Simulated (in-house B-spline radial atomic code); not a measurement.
**How G0W0 and RPA depend on the start: Rh⁴¹⁺**

Configuration [He] 2s2. Computed with an all-electron radial atomic-structure program (B-spline basis): all electrons, non-relativistic, point nucleus, each spin shell either full or empty, empty states to l = 9 with an (l + 1/2)⁻⁴ tail; G0W0 by contour deformation at full frequency.

Without relativity these are model numbers: it shifts the levels of so heavy an element strongly and can reorder them.

```
       start  mean-field 2s (eV)  G0W0 (eV)  QP weight  RPA correlation (Eh)
Hartree-Fock            -6229.22   -6240.03      0.982              -0.56799
         PBE            -6165.11          ?          ?                     ?
        BLYP            -6165.80   -6244.03      0.958              -0.97984
   BHandHLYP            -6198.19          ?          ?                     ?
```

Task: What G0W0 level, weight and RPA correlation energy follow from the PBE start?

Result: G0W0 level -6244.01 eV, weight 0.959, RPA correlation -0.98023 hartree.

Task: What G0W0 level, weight and RPA correlation energy follow from the BHandHLYP start?

Result: G0W0 level -6241.84 eV, weight 0.974, RPA correlation -0.7055 hartree.

Task: How much of the dependence on the start does G0W0 remove?

Result: The mean-field levels span 64.1 eV and the G0W0 levels 4 eV. Against 6444 ± 6 eV (NIST, semi-empirical) the G0W0 removal energies are off by -203.97 to -199.97 eV, with relativity, Breit and QED terms left out.
